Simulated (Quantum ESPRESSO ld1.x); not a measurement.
All-electron atom: Cs4+ in [Kr] 4d9.75 5s2 5p3 5d0.25 (fractional occupations, a model configuration). Calculated with ld1.x of Quantum ESPRESSO 7.5: Dirac Kohn-Sham, BLYP, spin-unpolarised, spherical densities, point nucleus; open shells fill j = l - 1/2 first.

Radial electron density D(r) = 4 pi r^2 rho(r):

r (bohr)  D(r) (e/bohr)
0.002165          8.237
0.002888          12.89
0.003851          19.65
0.005096          28.61
0.006797          40.24
0.009065          53.25
0.01209           65.12
0.01613           72.22
0.02151           71.88
0.02869           66.22
0.03826           63.98
0.05103           73.64
0.06806           89.44
0.09006           91.52
0.1201            75.27
0.1602            67.68
0.2137            78.29
0.285             68.83
0.3801            36.88
0.507             27.23
0.6762            30.96
0.9018            20.36
1.203             9.151
1.604             5.201
2.123             2.637
2.831            0.6748
3.776           0.07812
5.036          0.004011

D(r) has 4 maxima, at r = 0.0183, 0.0805, 0.230, 0.650 bohr, and minima at 0.0356, 0.151, 0.479 bohr, inside which lie 2.02, 11.19, 29.03 electrons.
